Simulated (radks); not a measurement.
Results of a calculation; reference values are marked as such.
Problem. These are the eigenvalues of the occupied orbitals of an atom or ion with whole-number occupations (eV). Level of theory: scalar-relativistic Kohn-Sham, exchange-only r2SCAN, spin-polarised, spherical densities, finite nucleus; meta-GGA in the generalised Kohn-Sham scheme; Fermi nuclear charge, rms radius of each element as measured or else 0.836 A^(1/3) + 0.57 fm (a radial shooting solver on a logarithmic mesh with Libxc functionals).

orbital  eigenvalue
1s up     -33088.35
1s down   -33088.12
2s up     -5169.330
2s down   -5168.068
2p up     -4641.104
2p down   -4640.029
3s up     -1085.856
3s down   -1085.436
3p up     -913.4996
3p down   -912.8947
3d up     -656.0409
3d down   -654.9399
4s up     -227.9949
4s down   -223.9990
4p up     -172.7211
4p down   -168.7691
4d up      -91.1405
4d down    -87.1459
5s up      -46.0860
5s down    -39.7755
5p up      -32.5289
5d up      -14.7229

Which element is it, and in what charge state? The configuration may be excited. Open shells, if any, are filled with parallel spins first.

Solution. Z = 53, iodine, charge +2: I2+ in [Kr] 4d8 5s2 5p3 5d2. The list shows which subshells hold electrons but not how many an open one holds; the 1s level, -1216 hartree, gives Z - s = 49.3 by -(Z - s)^2/2, which with screening and relativity narrows Z to a few neighbours, and the depths of the outer levels then fix element, charge and occupations together.
